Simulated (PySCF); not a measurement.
C₆H₁₁B.
Cartesian coordinates in Å at the GFN2-xTB level; atoms count from 1:
```xyz
18
C6H11B angstrom
B      0.6450   -2.0108   -0.3601
C      0.1977   -0.6412    0.2043
C     -1.2278   -0.4261    0.7627
C     -1.5362    0.6043   -0.3328
C     -0.1227    0.4483   -0.8953
C      0.9235    1.3791   -0.2815
C      1.2148    0.3481    0.8183
H     -0.1522   -2.8221   -0.6366
H      1.7748   -2.2116   -0.5904
H     -1.2532   -0.0358    1.7788
H     -1.8515   -1.3163    0.7152
H     -2.3150    0.2856   -1.0235
H     -1.7727    1.6078    0.0208
H     -0.0351    0.2423   -1.9596
H      1.7714    1.5684   -0.9376
H      0.5293    2.3348    0.0635
H      0.9629    0.6728    1.8266
H      2.2383   -0.0213    0.8155
```

Level of theory: TDDFT PBE0/def2-SVPD, vertical, gas phase, core orbitals frozen in the response in PySCF 2.14.0, density-fitted response routines.

Ground-to-excited transition dipoles (e·a0, same axes as the geometry; the sign carries no meaning), for the states with f of 0.002 or more among the lowest 3:

```
state  E (eV)      μx     μy     μz
   S1   4.870  -0.151  0.470  0.064
   S3   5.743  -0.140  0.437  0.054
```

(1) Work out the oscillator strengths.

(2) What is the point group, and which symmetry does each of these states have?

(3) Which bond between heavy atoms lies closest to the direction of the S3 transition dipole?

(4) What angle do the transition dipoles of S1 and S3 make?

(5) How is the summed strength of these states shared among x, y and z?

Answers

(1) f = (2/3) ΔE |μ|² with ΔE in hartree (27.2114 eV).

```json
{"state": "S1", "|μ|² (au)": "0.248", "|μ| (D)": "1.27", "f": "0.030"}
{"state": "S3", "|μ|² (au)": "0.214", "|μ| (D)": "1.18", "f": "0.030"}
```

(2) Cs. The ground state is totally symmetric, so the direction of μ fixes the label. Polarised in the mirror plane, so A′: S1 and S3.

(3) B1–C2, at 15° from it; next C2–C5 at 51°.

(4) |cos θ| = |μa·μb| / (|μa| |μb|) = 1.00, so θ ≈ 1° (taken between 0 and 90°, since the signs are arbitrary).

(5) (2/3) Σ ΔE μα² gives 0.005 for x, 0.053 for y and 0.001 for z, 0.060 in all.

One conformer stands for the species.
